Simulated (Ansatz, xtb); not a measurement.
**Relaxing a trial structure of CH6AlClN**

The starting geometry of this gas-phase doublet was built from a drawn formula by distance geometry and a force field; its bonds are those of `[AlH3-][NH2+][CH]Cl`.

```xyz
10

C    -0.4184    1.0117    1.7121
Al   -2.3303    0.3024   -0.1336
Cl    1.2950    1.4861    2.1286
N    -0.5966    1.0406    0.3021
H    -2.3811   -1.2458    0.4176
H    -2.5062    0.2874   -1.7528
H    -3.4810    1.1322    0.5596
H    -0.5261    1.9761   -0.0427
H     0.1456    0.5060   -0.1695
H    -1.1209    1.6896    2.2403
```

Problem. Predict what becomes of its bonds when it is optimised with r2SCAN-D4/def2-SVP.

Solution. It keeps its bonds, and is `[AlH3-][NH2+][CH]Cl`.

The energy falls by 0.69 eV over 7 steps:

```tsv
step	E − E(last) (eV)
1	0.686
2	0.168
3	0.165
4	0.007
5	0.001
6	0.000
7	0.000
```

Final geometry (Å):

```yaml
atoms:
  - { symbol: C, position_ang: [-0.3770, 1.2152, 1.6611] }
  - { symbol: Al, position_ang: [-2.4835, 0.1898, -0.1548] }
  - { symbol: Cl, position_ang: [1.2314, 1.4097, 2.2340] }
  - { symbol: N, position_ang: [-0.5992, 1.0408, 0.2708] }
  - { symbol: H, position_ang: [-2.2573, -1.2882, 0.4156] }
  - { symbol: H, position_ang: [-2.4340, 0.4055, -1.7441] }
  - { symbol: H, position_ang: [-3.3769, 1.2067, 0.7074] }
  - { symbol: H, position_ang: [-0.5628, 1.9294, -0.2515] }
  - { symbol: H, position_ang: [0.1230, 0.4387, -0.1400] }
  - { symbol: H, position_ang: [-1.1839, 1.6389, 2.2633] }
```

From the same start GFN2-xTB ends elsewhere, differing in C1–Al2 (2.26 against 2.96 Å here).

No frequencies were run, so the end isn't proven a minimum. Open shells are spin-unrestricted. Run with Ansatz 0.2.0, 47 s on 2 threads of Arm Neoverse V1 (shared host).
